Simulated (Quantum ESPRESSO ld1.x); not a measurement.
Question: All-electron atom: Si I in [Ne] 3s2 3p1 5f1 (not the ground configuration). Method: non-relativistic Kohn-Sham, LDA (Slater exchange, Perdew-Zunger correlation), spin-polarised, spherical densities, point nucleus; open shells are filled with parallel spins first; computed with ld1.x of Quantum ESPRESSO 7.5. Some entries of the table are withheld. Estimate them.

orbital  occ.  eigenvalue (Ry)  <r> (bohr)
1s up       1         -130.995      0.1120
1s down     1         -130.987      0.1120
2s up       1         -10.7619      0.5724
2s down     1         -10.7527      0.5721
2p up       3         -7.64411      0.5389
2p down     3         -7.63252      0.5385
3s up       1              (1)       2.055
3s down     1              (2)       2.062
3p up       1         -0.80406       2.438
3p down     0         -0.74327       2.473
5f up       1         -0.02800         (3)
5f down     0         -0.02279         (4)

Answer: 
(1) 3s up eigenvalue (Ry): -1.34176
(2) 3s down eigenvalue (Ry): -1.27684
(3) 5f up <r> (bohr): 29.12
(4) 5f down <r> (bohr): 28.14
